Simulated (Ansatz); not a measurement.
Total energies of C₂H₆GaNO (`CO/C=[N]/[GaH2]`).

```xyz
11

C    -0.4524   -1.8353   -0.4350
O     0.3821   -1.0665   -1.2860
C     0.6251    0.1920   -0.8797
N     0.1808    0.7106    0.1597
Ga    0.0565    2.1409    1.2619
H    -0.5436   -2.8117   -0.9067
H    -0.0088   -1.9326    0.5583
H    -1.4349   -1.3695   -0.3317
H     1.2760    0.6671   -1.6217
H     1.0794    2.2111    2.4390
H    -1.1601    3.0939    1.0419
```

Total charge 0; spin multiplicity 1. Correlated methods include outer-core shells of Ga, which these sets cover unevenly. Scalar relativity is left out up to krypton. The structure was optimised at the PBE0-D4/def2-TZVP level. It is one conformer, not always the lowest. Basis def2-TZVPP, Ansatz.

RPA on PBE orbitals: Hartree–Fock energy of these orbitals -2131.77347 Eh, correlation -1.59208 Eh (frozen core).

```
functional  energy without D4 (Eh)  D4 term (kJ/mol)
    revPBE             -2134.51115             -66.8
      PBE0             -2134.21935             -17.8
```

Task: Give the same for LDA (SPW92), PBE, BLYP, r2SCAN, B97M-V, B3LYP, r2SCANh, r2SCAN0, HSE06 (plane-wave form), BHLYP, CAM-B3LYP, LC-ωPBE, ωB97X-V, ωB97M-V, B2PLYP, PBE-QIDH. (Best estimate.)

Result: Ansatz gave: 
| functional | energy without D4 (Eh) | D4 term (kJ/mol) |
| --- | --- | --- |
| LDA (SPW92) | -2129.96388 | – |
| PBE | -2134.17223 | -21.0 |
| BLYP | -2134.72122 | -46.3 |
| r2SCAN | -2134.59002 | -5.3 |
| B97M-V | -2134.31923 | – |
| B3LYP | -2134.77331 | -33.7 |
| r2SCANh | -2134.56625 | -5.6 |
| r2SCAN0 | -2134.53255 | -6.2 |
| HSE06 (plane-wave form) | -2134.20798 | -16.5 |
| BHLYP | -2134.56776 | -25.2 |
| CAM-B3LYP | -2134.74353 | -18.0 |
| LC-ωPBE | -2134.33262 | – |
| ωB97X-V | -2134.47191 | – |
| ωB97M-V | -2134.52634 | – |
| B2PLYP | -2134.18755 | – |
| PBE-QIDH | -2133.85093 | – |

B3LYP takes the VWN-RPA correlation (the form of Gaussian; ORCA's B3LYP/G). HSE06 is the plane-wave form, built on full-range PBE exchange. The double hybrids freeze the cores in their second-order part.

LC-ωPBE has ω = 0.4 bohr⁻¹.
